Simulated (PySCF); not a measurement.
BHClBr, SMILES ClBBr. Geometry: PBE-D3(BJ)/def2-TZVP.

TDDFT-ωB97X/def2-SVPD run with PySCF puts the lowest singlet excitations at 5.51, 5.87, 6.56, 8.00, 8.16, 8.37 eV.

Problem. What are the lowest excitation roots from ADC(2)/aug-cc-pVDZ (PySCF 2.14.0)? (The exact figures need the calculation; the answer reports its results.)

Solution. 5.43, 5.87, 6.22, 7.83, 7.95, 8.31 eV. S1 differs by -0.08 eV (second minus first; roots are paired by order, and the bases may differ).
